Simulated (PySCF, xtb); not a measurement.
CdI, SMILES [Cd+][I], charge +1.

GFN2-xTB (xtb 6.7.1) at its own geometry gives an orbital gap of 2.16 eV.

Geometry optimised at r2SCAN-D4/def2-TZVP. The spin state was assumed, not searched. The def2 effective core potentials stand for the cores of Cd, I; spin–orbit coupling is left out.

What does HF/def2-TZVPD (PySCF) give? (Estimate from the structure and the level; the computed values follow.)

gap 7.82 eV (levels -14.89 and -7.07 eV).
